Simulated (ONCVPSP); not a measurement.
## Reading a pseudo-wave (lithium)

Columns: radius, all-electron u(r) and pseudo u(r) of the 2s shell (level -2.87 eV) of lithium in the configuration [He] 2s1; PBE, non-relativistic, ONCV scheme, ONCVPSP 4.0.1.

| r (bohr) | all-electron | pseudo |
| --- | --- | --- |
| 0.105 | -0.1242 | 0.0122 |
| 0.210 | -0.1781 | 0.0248 |
| 0.315 | -0.1880 | 0.0380 |
| 0.420 | -0.1709 | 0.0522 |
| 0.525 | -0.1375 | 0.0680 |
| 0.630 | -0.0947 | 0.0855 |
| 0.735 | -0.0469 | 0.1051 |
| 0.840 | 0.0028 | 0.1266 |
| 0.945 | 0.0525 | 0.1499 |
| 1.050 | 0.1008 | 0.1746 |
| 1.155 | 0.1470 | 0.2004 |
| 1.260 | 0.1905 | 0.2269 |
| 1.365 | 0.2311 | 0.2540 |
| 1.470 | 0.2684 | 0.2813 |
| 1.575 | 0.3025 | 0.3087 |
| 1.680 | 0.3334 | 0.3358 |
| 1.785 | 0.3615 | 0.3622 |
| 1.890 | 0.3871 | 0.3873 |
| 1.995 | 0.4105 | 0.4105 |
| 2.100 | 0.4314 | 0.4314 |
| 2.205 | 0.4498 | 0.4498 |
| 2.310 | 0.4658 | 0.4658 |
| 2.415 | 0.4795 | 0.4795 |
| 2.520 | 0.4910 | 0.4910 |
| 2.625 | 0.5003 | 0.5003 |
| 2.730 | 0.5077 | 0.5077 |

Q: How many radial nodes do the two functions have?

A: The all-electron 2s function has n − l − 1 = 1; the pseudo-wave has 0, since the states of the same l below it are removed with the core.

Q: At about which radius was the pseudo-wave matched?

A: 2.10 bohr. The columns agree to 0.0005 from 1.89 bohr on; several derivatives are matched, so the curves merge somewhat inside the radius.

Q: Is the pseudo-wave norm-conserving?

A: Yes: the ONCV scheme keeps the norm inside the radius equal to the all-electron one, which fixes the energy derivative of the logarithmic derivative at the level.
